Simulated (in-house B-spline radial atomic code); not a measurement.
The numbers below are computed, except where a source is named.
Correlation energy from the adiabatic connection: −V exp(−r²/w²), V = 1.39, w = 7.32

Two electrons in a singlet, external potential −V exp(−r²/w²), V = 1.39, w = 7.32 (atomic units). Full CI in B-splines (partial waves to l = 8, correlation up to 0.6 % small) with the density held fixed gives W(λ) = <V_ee>_λ − U, and E_c is the integral of W(λ) − W(0) from 0 to 1.

```csv
λ,W(λ) − W(0) (hartree)
0,0.00000
0.02,-0.00198
0.05,-0.00485
0.12,-0.01105
0.25,-0.02102
0.4,-0.03050
0.6,-0.04058
0.8,-0.04854
1,-0.05497
```

(1) Integrate the table by the trapezoid rule.

(2) Now use only three numbers: W(0) = -0.31178, the initial slope W'(0) = -0.1006 (extrapolated from the first points) and the strong-coupling limit of the point-charge-plus-continuum model, W∞ = -0.42685. What do second-order theory and the interpolation W(λ) = W∞ + (W(0) − W∞)/√(1 + 2χλ) of Seidl, Perdew and Levy give?

Results:

(1) The strips give -0.00002, -0.00010, -0.00056, -0.00208, -0.00386, -0.00711, -0.00891, -0.01035, which sum to -0.03300 hartree. The direct value, W(1) − W(0) + T_c with T_c = 0.02183, is -0.03314; the curve is convex, so chords lie above it and the trapezoids fall short in size by 0.43 %.

(2) Second order keeps the slope alone: E_c = W'(0)/2 = -0.05030, +52 % in size against -0.03314. Matching the slope fixes χ = W'(0)/(W∞ − W(0)) = -0.1006/(-0.11507) = 0.87425. Integrating, with s = √(1 + 2χ) = 1.657860, E_c = −(W(0) − W∞)(s − 1)/(s + 1) = −0.11507 × 0.657860/2.657860 = -0.02848 hartree, -14.1 % in size against the full result. At λ = 1 the formula gives W − W(0) = -0.04566 against -0.05497. Part of the miss can come from the model's W∞.
